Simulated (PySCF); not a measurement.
**Simulated absorption spectrum**

Species: C₅H₅ClO₂Si.
InChI=1S/C5H5ClO2Si/c6-9-5-2-3(7)1-4(5)8/h2H,1,9H2

Computed with PySCF, TDDFT wB97X-D/def2-SVPD, vertical, gas phase, core orbitals frozen in the response. One conformer (not necessarily the lowest) at the GFN2-xTB geometry, without solvent, vibrations or thermal averaging. Torsions of this conformer, `[O:1]=[C:2]1[CH:3]=[C:4]([SiH2:5][Cl:6])[C:7](=[O:8])[CH2:9]1`: C3–C4–Si5–Cl6 0°.

Each state is given a Gaussian of 0.25 eV full width at half maximum, with ε(max) = 2.175×10⁸ f / Δν̃ (Δν̃ the width in cm⁻¹). The width is an assumption, not a result. The curve ends short of the highest state used, and states not computed would add to its high-energy end.

(E (eV), ε (L mol⁻¹ cm⁻¹)): (2.73, 0), (2.80, 0), (2.87, 2), (2.95, 8), (3.02, 17), (3.09, 23), (3.16, 21), (3.23, 12), (3.30, 4), (3.38, 1), (3.45, 0), (3.52, 0), (3.59, 0), (3.66, 0), (3.73, 0), (3.81, 1), (3.88, 1), (3.95, 1), (4.02, 1), (4.09, 0), (4.16, 0), (4.24, 0), (4.31, 0), (4.38, 0), (4.45, 0), (4.52, 0), (4.59, 0), (4.67, 0), (4.74, 0), (4.81, 0), (4.88, 0), (4.95, 0), (5.02, 0), (5.09, 0), (5.17, 0), (5.24, 2), (5.31, 24), (5.38, 238), (5.45, 1574), (5.52, 6751), (5.60, 20964), (5.67, 35477), (5.74, 38887), (5.81, 27625), (5.88, 12742), (5.95, 3837), (6.03, 592), (6.10, 94), (6.17, 80), (6.24, 227), (6.31, 502), (6.38, 787), (6.46, 836), (6.53, 578), (6.60, 266), (6.67, 80)

(1) Where are the band maxima, and which computed states make them?

(2) On this curve, what absorbance would a 10⁻³ mol/L sample give at 193 nm over a 1 cm path?

(3) Does any computed singlet lie in the visible range?

(4) Coming from long wavelengths, where does ε first pass 100 L mol⁻¹ cm⁻¹?

## Answers

(1) 399 nm (3.11 eV), ε about 24, made up of S1 (100%); 217 nm (5.72 eV), ε about 40000, made up of S4 (100%); 193 nm (6.43 eV), ε about 870, made up of S6 (15%) and S7 (85%) (ε in L mol⁻¹ cm⁻¹; maxima over ε = 5, shares over 10%). The states used: S1 3.11 eV (f 0.0002); S2 3.90 eV (f 0.0000); S3 5.53 eV (f 0.0000); S4 5.72 eV (f 0.367); S5 5.89 eV (f 0.0008); S6 6.34 eV (f 0.0017); S7 6.45 eV (f 0.0069); S8 7.27 eV (f 0.070).

(2) 193 nm is 6.424 eV, where ε is about 870 L mol⁻¹ cm⁻¹, so A = ε c l ≈ 0.87 (Beer–Lambert, with the gas-phase spectrum and the assumed width).

(3) S1 lies in the visible range (380 to 750 nm), at 399 nm, dark in the vertical dipole picture (f under 0.0005); light of that wavelength is violet, and its complementary colour is yellow-green; a Tamm–Dancoff triplet lies at 456 nm, without intensity as long as spin–orbit coupling is left out.

(4) At about 232 nm (5.35 eV), 2.25 eV above S1.
